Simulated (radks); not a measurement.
Dipole-allowed excitations along the series with 2 electrons in [He]. Method: non-relativistic Kohn-Sham, LDA (Slater exchange, VWN5 correlation), spin-unpolarised, spherical densities, point nucleus; computed with a radial shooting solver on a logarithmic mesh with Libxc functionals. Time-dependent linear response with the Hartree and adiabatic LDA kernel, continuum included through the Sternheimer equations. Lines are the poles of the dipole polarisability below minus the highest occupied eigenvalue, found on a grid refined at the orbital gaps; the lowest seven at most are given, and weak or close lines can be missed. The first line takes the name of the lowest orbital gap if no other gap lies below it; otherwise a line is named after a gap within 0.6 % of it, if that gap stands alone.

species,-e(HOMO) (eV),lowest orbital gap (eV),first line (eV),f,static alpha (bohr^3)
V21+,6650.5,1s-2p 5104.8,5111.0 (1s-2p),0.764,0.00003473
Cr22+,7265.7,1s-2p 5571.6,5578.0 (1s-2p),0.767,0.00002920
Mn23+,7908.1,1s-2p 6058.7,6065.5 (1s-2p),0.769,0.00002473
Fe24+,8577.7,1s-2p 6566.3,6573.4 (1s-2p),0.772,0.00002108
Co25+,9274.6,1s-2p 7094.2,7101.7 (1s-2p),0.774,0.00001808
